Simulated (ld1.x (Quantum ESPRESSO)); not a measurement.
# fluorine (F) ultrasoft: all-electron and pseudo phase curves

| Quantity | Value |
| --- | --- |
| Element | fluorine |
| Generator | ld1.x (Quantum ESPRESSO) 7.5 |
| Type | ultrasoft |
| Functional | PBE |
| Relativity | fully relativistic |
| Frozen core | [He] |
| Valence charge | 7 |
| Reference configuration | 2s1 2p6 |
| Partial waves | 2s (bound): rcut 0.75, rcutus 0.80 bohr; 2s channel at -1.7 Ry: rcut 0.75, rcutus 0.80 bohr; 2p (bound): rcut 1.00, rcutus 1.35 bohr; 2p channel at -0.1 Ry: rcut 1.00, rcutus 1.35 bohr |
| Local potential | all-electron potential smoothed inside 0.75 bohr (lloc = -1) |
| Core correction | none |
| Augmentation charge | PSQ, inside the norm-conserving radii |

Open shells are filled in proportion to 2j + 1 (rel_dist='average').

The phase is arctan(r·u′/u) with u = r·R(r), unwrapped; energies in Ry, scanned from -4 to 5 Ry. A pole is an energy at which the radial function vanishes at the test radius. The pseudo phase is shifted by a multiple of π to meet the all-electron one at the reference energy, and phase errors are pseudo minus all-electron; the curves can meet again beyond the range given. Levels narrower than the energy grid can be missing from the lists of poles.

```json
{"channel": "s", "radius (bohr)": "1.50", "reference energy (Ry)": "-2.23", "poles, all-electron": "-0.90", "poles, pseudo": "-0.90", "unbroken range about the reference energy with phases within 0.05 rad": "the whole range", "phase error 1 Ry above the reference energy (rad)": "-0.000"}
{"channel": "p1/2", "radius (bohr)": "1.50", "reference energy (Ry)": "-0.85", "poles, all-electron": "0.42", "poles, pseudo": "0.42", "unbroken range about the reference energy with phases within 0.05 rad": "the whole range", "phase error 1 Ry above the reference energy (rad)": "-0.000"}
{"channel": "p3/2", "radius (bohr)": "1.50", "reference energy (Ry)": "-0.85", "poles, all-electron": "0.43", "poles, pseudo": "0.43", "unbroken range about the reference energy with phases within 0.05 rad": "the whole range", "phase error 1 Ry above the reference energy (rad)": "-0.000"}
```

Phases in the p3/2 channel:

```tsv
E (Ry)	all-electron	pseudo
-4.00	1.189	1.189
-3.76	1.170	1.170
-3.52	1.148	1.148
-3.28	1.122	1.122
-3.04	1.089	1.089
-2.80	1.049	1.049
-2.56	0.998	0.998
-2.32	0.928	0.928
-2.08	0.831	0.831
-1.84	0.685	0.685
-1.60	0.455	0.455
-1.36	0.093	0.092
-1.12	-0.383	-0.383
-0.88	-0.811	-0.811
-0.64	-1.099	-1.099
-0.40	-1.280	-1.280
-0.16	-1.399	-1.399
0.08	-1.483	-1.483
0.32	-1.546	-1.546
0.56	-1.595	-1.595
0.80	-1.636	-1.636
1.04	-1.671	-1.671
1.28	-1.702	-1.702
1.52	-1.730	-1.730
1.76	-1.757	-1.757
2.00	-1.782	-1.782
2.24	-1.808	-1.808
2.48	-1.833	-1.833
2.72	-1.860	-1.860
2.96	-1.887	-1.887
3.20	-1.917	-1.917
3.44	-1.950	-1.950
3.68	-1.985	-1.985
3.92	-2.026	-2.026
4.16	-2.071	-2.072
4.40	-2.125	-2.125
4.64	-2.188	-2.188
4.88	-2.263	-2.263
```
